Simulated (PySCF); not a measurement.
Spinor energies of Mn(6+) (manganese, charge +6)

Start: [Ar] 3d1; 3d5/2 filled at m_j = +5/2. Calculated with PySCF 2.14 in an even-tempered Gaussian basis (18 s from 0.27 bohr⁻², ratio 2.8; 12 p from 0.35 bohr⁻², ratio 2.8; 8 d from 0.35 bohr⁻², ratio 2.8; 4 f from 0.98 bohr⁻², ratio 3): generalised Hartree-Fock with the X2C-1e Hamiltonian and a Gaussian nucleus; one run each with spin-orbit coupling (SO) screened by Boettger's factors, then bare. This is a chosen level, not necessarily the ground level.

```json
{"spinor shell": "1s1/2", "electrons": "2", "ε, screened SO (eV)": "-6712.9", "ε, bare SO (eV)": "-6712.9", "weight of nominal j (bare SO)": "1.000", "rms radius, bare SO (bohr)": "0.0703"}
{"spinor shell": "2s1/2", "electrons": "2", "ε, screened SO (eV)": "-921.03", "ε, bare SO (eV)": "-921.04", "weight of nominal j (bare SO)": "1.000", "rms radius, bare SO (bohr)": "0.302"}
{"spinor shell": "2p1/2", "electrons": "2", "ε, screened SO (eV)": "-801.30", "ε, bare SO (eV)": "-801.95", "weight of nominal j (bare SO)": "0.998", "rms radius, bare SO (bohr)": "0.270"}
{"spinor shell": "3s1/2", "electrons": "2", "ε, screened SO (eV)": "-210.66", "ε, bare SO (eV)": "-210.67", "weight of nominal j (bare SO)": "1.000", "rms radius, bare SO (bohr)": "0.864"}
{"spinor shell": "3p3/2", "electrons": "4", "ε, screened SO (eV)": "-170.05", "ε, bare SO (eV)": "-170.02", "weight of nominal j (bare SO)": "0.901", "rms radius, bare SO (bohr)": "0.902"}
{"spinor shell": "3p1/2", "electrons": "2", "ε, screened SO (eV)": "-171.25", "ε, bare SO (eV)": "-171.32", "weight of nominal j (bare SO)": "0.802", "rms radius, bare SO (bohr)": "0.896"}
{"spinor shell": "3d5/2", "electrons": "1", "ε, screened SO (eV)": "-119.53", "ε, bare SO (eV)": "-119.48", "weight of nominal j (bare SO)": "1.000", "rms radius, bare SO (bohr)": "0.937"}
```

Where does 2p3/2 lie, and what is the 2p spin-orbit splitting (bare SO)?

At -790.69 eV, 11.262 eV above 2p1/2.

| quantity | screened SO | bare SO |
| --- | --- | --- |
| E (hartree) | -1147.43687 | -1147.43811 |
| M_J | 5/2 | 5/2 |
| ⟨J²⟩ | 8.755 | 8.755 |
| ⟨L²⟩ | 6.004 | 6.005 |
| ⟨S²⟩ | 0.751 | 0.751 |

Each row is a mean over spinors that exchange with the open shell spreads, by up to 7.309 eV (3p3/2).

Rows whose weight is well below 1 are mixtures of j = l ± 1/2: exchange outweighs spin-orbit coupling there, and the label is only the starting occupation.
